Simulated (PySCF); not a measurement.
An unknown shows these calculated signals:

¹H NMR (300 MHz, computed): δ 8.08 (m, 1H), 5.03 (m, 1H), 4.75 (m, 1H), 4.70 (m, 1H), 4.68 (m, 1H), 4.54 (m, 1H), 3.89 (s, 3H), 0.75 (m, 1H), 0.74 (m, 1H).

¹³C{¹H} NMR (computed): δ 162.3 (CH), 131.5 (C), 44.8 (CH3), -0.8 (CH2).

- GFN2-xTB geometry
- shieldings: GIAO PBE0/pcSseg-1
- run in PySCF
- no solvent model, fast rotation and ring inversion assumed for equivalent nuclei, relativity neglected, single conformer

Shifts are taken against calculated references (same method and geometry level): ¹H (σ = 31.72 ppm), ¹³C (σ = 186.93 ppm) against TMS.

Problem. Which of these does the molecule contain: a Si–H bond, a methoxy group, an N-methyl group, a ketone, an ester?

Solution. 
- A Si–H bond: yes (δH 5.03 (m)).
- A methoxy group: no.
- An N-methyl group: yes (δC 44.8; δH 3.89 (s)).
- A ketone: no.
- An ester: no.

The data belong to `C/N=C\C(F)(F)[Si@H]1C[SiH2][SiH2]1`, C4H11F2NSi3; they needn't prove each group on their own.

Carbon signals by region: 1 in the far downfield region (above 160 ppm), 1 in the sp2 and nitrile region (100–160 ppm), 2 below 50 ppm. Above 160 ppm: 162.3, C=N carbon.

Splittings by ¹⁹F in the carbon and heteronuclear signals aren't shown, as no couplings were computed. Shifts are as computed. Against solution values, carbons near 30 ppm lie about +3 ppm off and those near 130 ppm about +5 ppm. Of 1211 compounds with measured shifts, 218 miss one by over three times the rms of a fit or turn the order of signals round; such compounds aren't used in these exercises. Multiplicities follow the n + 1 count of equivalent neighbours, as no J values were calculated; m marks all less simple cases, F and P coupling included.
